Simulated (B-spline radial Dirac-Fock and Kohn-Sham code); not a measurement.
Dipole and non-dipole photoemission parameters of Kr²⁺ 3d5/2

System: the Kr²⁺ ion, 1s2 2s2 2p6 3s2 3p6 3d10 4s2 4p4; threshold 120.3 eV (orbital energy of the model). Model: Dirac-Hartree-Slater photoionisation with a Latter tail; cross sections with all multipoles, angular parameters from the dipole term and its interference with E2. Program: a radial atomic solver.

Input of the calculation (task.json; shells as n, l, electrons):

```json
{"items": [{
  "Z": 36,
  "q": 2,
  "cfg": [[1, 0, 2], [2, 0, 2], [2, 1, 6], [3, 0, 2], [3, 1, 6], [3, 2, 10], [4, 0, 2], [4, 1, 4]],
  "A": 84,
  "rrms": 4.1884,
  "do": "xps",
  "hv": [80, 98.0, 128.0, 200, 264.0, 300, 426.0, 520.0, 542.0, 563.0, 619.0, 644.0, 762.0, 793.0, 931.0, 1253.6, 1470.0, 1486.9, 1530.0, 2040.0, 2420.0, 2750.0, 3440.0, 3610.0, 6000, 8047.8, 8450.0, 11500.0, 12000, 12800.0]
}]}
```

Command: `python xray2_run.py task.json out`

| hν (eV) | σ (kb) | β | γ | δ |
| --- | --- | --- | --- | --- |
| 200 | 3400 | 0.475 | -0.016 | 0.014 |
| 264 | 2530 | 0.789 | -0.004 | 0.020 |
| 300 | 2050 | 0.897 | 0.007 | 0.022 |
| 426 | 990 | 1.101 | 0.055 | 0.030 |
| 520 | 612 | 1.168 | 0.097 | 0.035 |
| 542 | 551 | 1.178 | 0.107 | 0.036 |
| 563 | 500 | 1.187 | 0.117 | 0.037 |
| 619 | 389 | 1.203 | 0.143 | 0.039 |
| 644 | 350 | 1.208 | 0.155 | 0.040 |
| 762 | 219 | 1.218 | 0.211 | 0.046 |
| 793 | 196 | 1.218 | 0.225 | 0.047 |
| 931 | 122 | 1.210 | 0.286 | 0.053 |
| 1253.6 | 48.9 | 1.162 | 0.414 | 0.068 |
| 1470 | ? | ? | ? | ? |
| 1486.9 | 28.2 | 1.120 | 0.494 | 0.079 |
| 1530 | 25.7 | 1.113 | 0.508 | 0.081 |
| 2040 | 9.72 | 1.022 | 0.648 | 0.105 |
| 2420 | 5.34 | 0.961 | 0.731 | 0.124 |
| 2750 | 3.38 | 0.913 | 0.791 | 0.140 |
| 3440 | 1.49 | 0.828 | 0.893 | 0.173 |
| 3610 | 1.24 | 0.810 | 0.914 | 0.181 |
| 6000 | 0.176 | 0.626 | 1.115 | 0.289 |
| 8047.8 | 0.0539 | 0.530 | 1.216 | 0.373 |
| 8450 | 0.0441 | 0.515 | 1.231 | 0.389 |
| 11500 | 0.0122 | 0.422 | 1.307 | 0.500 |
| 12000 | 0.0102 | 0.410 | 1.315 | 0.517 |
| 12800 | 0.00775 | 0.391 | 1.324 | 0.544 |

**Question.** Give the values at 1470 eV.

**Answer.** σ = 29.3 kb, β = 1.123, γ = 0.488, δ = 0.078.
